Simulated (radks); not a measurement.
The thulium anion Tm- inside a hard spherical wall (all orbitals vanish at R), configuration held at [Xe] 4f14 6s2 and not refilled when levels cross. Method: scalar-relativistic Kohn-Sham, PBE, spin-unpolarised, spherical densities, point nucleus; computed with a radial shooting solver on a logarithmic mesh with Libxc functionals. Eigenvalues in eV, with the zero of energy where the potential of the charges vanishes at infinity; a dash marks a level that is unbound or too diffuse for the functional's potential to be trusted. A positive occupied level is held by the wall or, in an anion where self-interaction has pushed it up, behind a barrier. The pressure on the wall is -dE/dV.

[
 {"R (bohr)": "10", "E (hartree)": "-13567.3816", "kinetic (hartree)": "14748.983", "e(5s)": "-44.818", "e(5p)": "-18.767", "e(6s)": "1.334", "e(6p, empty)": "-", "e(5d, empty)": "-", "e(4f)": "6.135", "pressure (GPa)": "0.332"},
 {"R (bohr)": "8", "E (hartree)": "-13567.3331", "kinetic (hartree)": "14749.105", "e(5s)": "-42.965", "e(5p)": "-16.984", "e(6s)": "2.589", "e(6p, empty)": "-", "e(5d, empty)": "-", "e(4f)": "8.038", "pressure (GPa)": "1.46"},
 {"R (bohr)": "5", "E (hartree)": "-13566.9229", "kinetic (hartree)": "14750.262", "e(5s)": "-36.829", "e(5p)": "-11.212", "e(6s)": "9.905", "e(6p, empty)": "16.110", "e(5d, empty)": "13.192", "e(4f)": "14.483", "pressure (GPa)": "35.0"},
 {"R (bohr)": "3", "E (hartree)": "-13563.6003", "kinetic (hartree)": "14761.558", "e(5s)": "-20.665", "e(5p)": "4.591", "e(6s)": "49.976", "e(6p, empty)": "68.308", "e(5d, empty)": "35.748", "e(4f)": "33.480", "pressure (GPa)": "1400"}
]
